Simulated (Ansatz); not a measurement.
Relaxation of H$_{4}$OSZn (7 atoms, charge 0, multiplicity 1), to a largest force component of 0.03 eV/Å in at most 50 steps.

Level of theory: RKS r2SCANh/def2-SVP in Ansatz 0.2.0.

```xyz
7
Properties=species:S:1:pos:R:3:forces:R:3
Zn -0.132 -0.218 -0.549 0.20 -0.59 0.72
S 0.338 -1.646 1.111 -0.17 0.43 -0.73
O -0.612 0.936 -1.795 0.01 0.02 -0.04
H 0.114 0.935 1.738 0.06 -2.25 0.57
H 0.092 1.621 1.588 -0.08 2.40 -0.55
H 0.146 -2.758 0.369 -0.01 0.01 0.00
H 0.054 1.129 -2.462 -0.02 0.00 0.02
```

Where does it end, and by what steps?

It converged. After 11 steps the energy has fallen by 0.187 eV; H5 moved furthest, 0.62 Å.

```tsv
step	energy less start (eV)	largest force component (eV/Å)	accepted
0	0.0000	2.397	yes
1	-0.1164	0.700	yes
2	-0.1324	0.187	yes
3	-0.1399	0.114	yes
4	-0.1494	0.547	yes
5	-0.1733	0.139	yes
6	-0.1570	1.195	no
7	-0.1825	0.135	yes
8	-0.1868	0.087	yes
9	-0.1869	0.078	yes
10	-0.1855	0.373	no
11	-0.1875	0.011	yes
```

```xyz
7
Properties=species:S:1:pos:R:3
Zn 0.028 -0.352 -0.304
S 0.550 -2.038 0.940
O -0.471 1.019 -1.313
H 0.021 1.429 1.692
H -0.065 1.718 0.993
H -0.073 -2.919 0.129
H 0.009 1.143 -2.137
```

Whether the end is a true minimum wasn't checked by a vibrational analysis.

Time of the run: 24 s on 2 threads of Intel(R) Xeon(R) Platinum 8488C (Sapphire Rapids), on a shared host, peak memory 0.21 GiB.
